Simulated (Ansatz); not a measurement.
Be2Se2. Charge 0, multiplicity 1. Geometry r2SCAN-D4/def2-TZVP, basis def2-TZVP, Ansatz.

Cartesian coordinates in Å:
```
Be -0.7155 -0.6074 0.3506
Be 0.7155 0.6074 -0.3506
Se 0.1781 -1.0486 -1.4531
Se -0.1781 1.0486 1.4531
```

| run | HOMO (eV) | LUMO (eV) |
| --- | --- | --- |
| A | -8.81 | -0.31 |
| B | -5.60 | -3.60 |
| C | -5.84 | -3.25 |
| D | -6.61 | -2.86 |
| E | -6.77 | -2.67 |
| F | -6.21 | -3.01 |

The structure comes from a short search, and lower isomers may exist.

Question: The runs used HF, PBE, PBE0, r2SCAN, r2SCAN0, r2SCANh. Estimate which is which.

Answer: A HF (100 % exact exchange); B PBE (0 % exact exchange); C r2SCAN (0 % exact exchange); D PBE0 (25 % exact exchange); E r2SCAN0 (25 % exact exchange); F r2SCANh (10 % exact exchange). Exact exchange lowers occupied and raises empty levels; among semilocal functionals meta-GGAs tend to open the gap a little, and such runs are hard to tell apart. The gap grows from 2.00 eV (PBE) to 8.50 eV (HF).
